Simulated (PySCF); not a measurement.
**Stationary points of [IF2]+**

Method: PySCF, PBE0, basis I def2-TZVP with ECP28, F def2-TZVP (scalar-relativistic core potentials, no spin–orbit coupling, density fitting).

Relaxations began from a few typed shapes. The search is not exhaustive: other isomers or separated fragments can lie lower, and high-lying points may rest on an excited occupation.

Problem. Order these stationary points by electronic energy, lowest first, in kJ/mol from the lowest minimum.
A. singlet C2v: I–F 1.825 Å (×2); F–I–F 96.1°
B. singlet D∞h: I–F 1.890 Å (×2); F–I–F 180.0°

Solution. A (0.0), B (216.4).

Problem. Which of them are minima?

Solution. By energy in kJ/mol, 0.0: minimum; 216.4: saddle point, 1 imaginary mode.

Counting electrons, iodine keeps 4 of its valence electrons outside its bonds, so the VSEPR class is AX2E2 and the expected shape is bent (C2v), as computed. The angle of 96° is close to 90°: the heavy centre bonds with nearly pure p orbitals and keeps its lone pair s-like.

The electron or spin density has lower symmetry than the nuclear frame for the singlet D∞h at 216.4 kJ/mol.
